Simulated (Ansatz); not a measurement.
Species: PbCl, charge 1, multiplicity 1. 
Geometry from a B3LYP-D3(BJ)/def2-TZVP (Ansatz, an electronic-structure program) optimisation:
```xyz
2

Pb     0.0000     0.0000    -0.4075
Cl     0.0000     0.0000     1.9654
```
Charge +1, spin multiplicity 1.

Quantity: vertical ionisation energy (to the doublet state of charge +2; each state is the SCF solution reached for its spin), in eV. Correlated levels leave the core frozen unless marked. UHF or UKS for open shells. No spin-orbit coupling. The frozen core is the preceding noble-gas configuration, with the filled d and f shells of earlier blocks. Past Kr the def2 sets carry scalar-relativistic core potentials. CBS marks a two-point X^-3 extrapolation of the correlation energy; Hartree-Fock from the larger set.

```json
[
 {"level": "SVWN5/def2-TZVPD", "program": "Ansatz", "vertical ionisation energy (eV)": "___"},
 {"level": "PBE/def2-TZVPD", "program": "Ansatz", "vertical ionisation energy (eV)": "___"},
 {"level": "r2SCAN/def2-TZVPD", "program": "Ansatz", "vertical ionisation energy (eV)": "17.05"},
 {"level": "BHLYP/def2-TZVPD", "program": "Ansatz", "vertical ionisation energy (eV)": "16.73"},
 {"level": "CCSD/def2-TZVPPD", "program": "Ansatz", "vertical ionisation energy (eV)": "___"},
 {"level": "CCSD(T)/CBS(def2-TZVPPD,def2-QZVPPD)", "program": "Ansatz", "vertical ionisation energy (eV)": "17.00"}
]
```

Problem. Some entries are withheld; supply them.

Solution. 
- SVWN5/def2-TZVPD, vertical ionisation energy (eV): 17.45
- PBE/def2-TZVPD, vertical ionisation energy (eV): 17.09
- CCSD/def2-TZVPPD, vertical ionisation energy (eV): 16.69
